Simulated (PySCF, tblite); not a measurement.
Parent: `[c:1]1[cH:2][cH:3][cH:4][cH:5][cH:6]1` (doublet state), C6H5.

Structures optimised with GFN2-xTB, isolated species. Open shells are treated by occupation alone. One conformer each, not checked by frequencies here.

```tsv
coordinate of the parent	value
C1–C2	1.363 Å
C2–C3	1.394 Å
C3–C4	1.384 Å
C4–C5	1.384 Å
C5–C6	1.394 Å
C1–C6	1.363 Å
C2–C1–C6	125.0°
C1–C2–C3	117.2°
C2–C3–C4	119.8°
C3–C4–C5	120.8°
C4–C5–C6	119.8°
C1–C6–C5	117.2°
```

Q: How does the shared frame change in `[N:1]#[C:2][c:3]1[cH:4][cH:5][c:6][cH:7][cH:8]1` (doublet state), C7H4N? Atoms pair as C1 = C6, C2 = C5, C3 = C4, C4 = C3, C5 = C8, C6 = C7 (parent first).

A: 
| parent | relative | value in the relative | change |
| --- | --- | --- | --- |
| C1–C2 | C6–C5 | 1.364 Å | +0.001 |
| C2–C3 | C5–C4 | 1.391 Å | -0.003 |
| C3–C4 | C4–C3 | 1.395 Å | +0.011 |
| C4–C5 | C3–C8 | 1.395 Å | +0.011 |
| C5–C6 | C8–C7 | 1.391 Å | -0.003 |
| C1–C6 | C6–C7 | 1.365 Å | +0.002 |
| C2–C1–C6 | C5–C6–C7 | 125.5° | +0.5 |
| C1–C2–C3 | C6–C5–C4 | 117.4° | +0.2 |
| C2–C3–C4 | C5–C4–C3 | 119.3° | -0.5 |
| C3–C4–C5 | C4–C3–C8 | 121.1° | +0.3 |
| C4–C5–C6 | C3–C8–C7 | 119.4° | -0.4 |
| C1–C6–C5 | C6–C7–C8 | 117.3° | +0.1 |

Of the parent's bonds, C3–C4 and C4–C5 change most and about equally (+0.011 Å). Bonds of the relative outside the shared frame: N1≡C2 1.146, C2–C3 1.415 Å. Point group C2v → C2v.

Q: How does the shared frame change in `[Cl:1][c:2]1[cH:3][cH:4][c:5][cH:6][cH:7]1` (doublet state), C6H4Cl? Atoms pair as C1 = C5, C2 = C4, C3 = C3, C4 = C2, C5 = C7, C6 = C6 (parent first).

A: 
| parent | relative | value in the relative | change |
| --- | --- | --- | --- |
| C1–C2 | C5–C4 | 1.363 Å | 0.000 |
| C2–C3 | C4–C3 | 1.393 Å | -0.001 |
| C3–C4 | C3–C2 | 1.385 Å | +0.001 |
| C4–C5 | C2–C7 | 1.385 Å | +0.001 |
| C5–C6 | C7–C6 | 1.393 Å | -0.001 |
| C1–C6 | C5–C6 | 1.363 Å | 0.000 |
| C2–C1–C6 | C4–C5–C6 | 125.2° | +0.2 |
| C1–C2–C3 | C5–C4–C3 | 117.5° | +0.3 |
| C2–C3–C4 | C4–C3–C2 | 119.1° | -0.7 |
| C3–C4–C5 | C3–C2–C7 | 121.8° | +1.0 |
| C4–C5–C6 | C2–C7–C6 | 119.1° | -0.7 |
| C1–C6–C5 | C5–C6–C7 | 117.4° | +0.2 |

No shared bond changes by more than 0.004 Å. Bonds of the relative outside the shared frame: Cl1–C2 1.734 Å. Point group C2v → C2v.

These are computed values.
